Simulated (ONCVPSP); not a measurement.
# manganese: excitation energies, all-electron against ONCV

```json
{
  "Element": "manganese (Mn)",
  "Generator": "ONCVPSP 4.0.1",
  "Type": "optimised norm-conserving Vanderbilt (ONCV)",
  "Functional": "LDA (Perdew-Wang 92)",
  "Relativity": "scalar-relativistic",
  "Frozen core": "[Ne]",
  "Valence charge": "15",
  "Reference configuration": "3s2 3p6 3d5 4s1.75 (charge +0.25)",
  "Partial waves": "3s+4s: rc 1.30 bohr, ncon 4, nbas 7, qcut 9.9 1/bohr, 2 projectors; 3p: rc 1.40 bohr, ncon 5, nbas 9, qcut 11.4 1/bohr, 2 projectors, debl 0.8 Ha; 3d: rc 1.65 bohr, ncon 3, nbas 7, qcut 9.7 1/bohr, 2 projectors, debl 2.4 Ha",
  "Local potential": "polynomial inside 0.80 bohr (lpopt 5, dvloc0 2 Ha)",
  "Core correction": "Teter function fitted to the true core (icmod 2), fcfact 0.6"
}
```

In the p channel the program set the typed energies aside and used -2.073, 0.250 Ha.

Energies are relative to the spin-unpolarised reference configuration 3s2 3p6 3d5 4s1.75; without spin polarisation the order of configurations can differ from experiment.

| valence configuration | charge | ΔE all-electron (eV) | error AE − PS (meV) |
| --- | --- | --- | --- |
| 3s2 3p6 3d5 4s1 | +1 | 7.124 | +0.3 |
| 3s2 3p6 3d5 4s0 | +2 | 22.994 | +3.8 |

(1) What are ΔE and the potential's error for 3s2 3p5 3d5 4s2?

(2) What are ΔE and the potential's error for 3s2 3p6 3d5 4s2?

Results:

(1) ΔE = 60.377 eV all-electron; the error (AE − PS) is -132 meV.

(2) ΔE = -1.523 eV all-electron; the error (AE − PS) is +0.2 meV.
